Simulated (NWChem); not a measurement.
Molecule: AlH₃; SMILES [AlH3]

All runs: NWChem. Structure relaxed at the PBE0-D3(BJ)/def2-TZVP level. Vertical excitations in the gas phase; the lowest state need not have the same character in each row.

```csv
level,"lowest excitation, singlet (eV)",oscillator strength of that lowest state,orbital gap (eV)
"PBE/def2-SVP, TDA",[?],0.000,[?]
"B3LYP/def2-SVP, TDA",5.20,0.000,6.40
"Hartree-Fock/def2-SVP, CIS",6.32,0.000,12.75
"BHandHLYP/def2-SVP, TDA",5.63,0.000,8.82
```

Question: Complete the blanks.

Answer: 
- PBE/def2-SVP, TDA, lowest excitation, singlet (eV): 4.87
- PBE/def2-SVP, TDA, orbital gap (eV): 4.75
